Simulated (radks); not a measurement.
The numbers below are computed, except where a source is named.
Problem. Ionisation of Cr, [Ar] 3d5 4s1, to Cr+, [Ar] 3d5, under several functionals. Scalar-relativistic Kohn-Sham, spin-unpolarised, spherical densities, finite nucleus; a radial shooting solver on a logarithmic mesh with Libxc functionals. The NIST Atomic Spectra Database gives 6.767 eV (measured). Rank these functionals by the error of their Delta-SCF ionisation energy: HCTH/407; exchange-only LDA; LDA (Slater exchange, VWN5 correlation); exchange-only B88; RPBE; BP86; XLYP; OLYP.

Solution. From best to worst: RPBE 6.784 eV (+0.017); HCTH/407 6.840 eV (+0.074); XLYP 7.005 eV (+0.239); OLYP 6.519 eV (-0.247); BP86 7.077 eV (+0.311); exchange-only B88 6.402 eV (-0.364); LDA (Slater exchange, VWN5 correlation) 7.131 eV (+0.364); exchange-only LDA 6.280 eV (-0.487). Spin polarisation and multiplet splitting are left out, so open shells lie too high by an amount that depends on their filling.

Beside tabulated values, note that spin-unpolarised runs miss the spin-polarisation part of the exchange energy of open shells.
